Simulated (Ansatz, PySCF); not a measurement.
Reaction (SMILES): CCCCF -> [CH2]CC + [CH2]F (the C-C bond at the site shown breaks; other sites are not compared here)
Each molecule is optimised on its own at B3LYP-D3(BJ)/def2-TZVP (Ansatz, a program for electronic structure), one conformer each, not searched for the lowest. Frequencies are from Ansatz or PySCF.
Geometry of the first species:
```
C
H 1 1.0944
H 1 1.0961 2 106.55
C 1 1.5115 2 108.74 3 -115.71
H 4 1.0921 1 111.64 2 59.42
H 4 1.0935 5 109.17 1 -123.81
F 4 1.4014 5 107.03 6 -115.40
C 1 1.5271 2 110.04 3 119.12
H 8 1.0923 1 108.99 2 65.26
H 8 1.0951 9 106.38 1 -117.47
C 8 1.5255 9 109.83 10 -118.63
H 11 1.0912 8 111.36 9 58.40
H 11 1.0926 12 107.71 8 121.97
H 11 1.0929 12 107.75 13 115.79
```
Charge 0, spin multiplicity 1.

Wanted: bond dissociation energy (0 K, with B3LYP-D3(BJ) harmonic zero-point energies), in kcal/mol. Correlated levels leave the core frozen unless marked. Open shells are spin-unrestricted. Spin-orbit coupling is left out. Non-relativistic. CBS marks a two-point X^-3 extrapolation of the correlation energy; Hartree-Fock from the larger set. The bracket is a focal-point correction in the basis named.

RI-MP2/CBS(cc-pVTZ,cc-pVQZ)+[CCSD(T)-MP2]/cc-pVTZ (Ansatz) gives 91.6 kcal/mol.

Problem. Another calculation gave 85.6 kcal/mol. Which level was it?
(A) wB97X-V/def2-TZVPD (Ansatz)
(B) r2SCANh/def2-TZVPD (Ansatz)
(C) PBE/def2-TZVPD (Ansatz)
(D) SVWN5/def2-TZVPD (Ansatz)

Solution. C, PBE/def2-TZVPD (Ansatz). The others give 81.2 (r2SCANh), 103.9 (SVWN5), 90.6 (wB97X-V) kcal/mol.
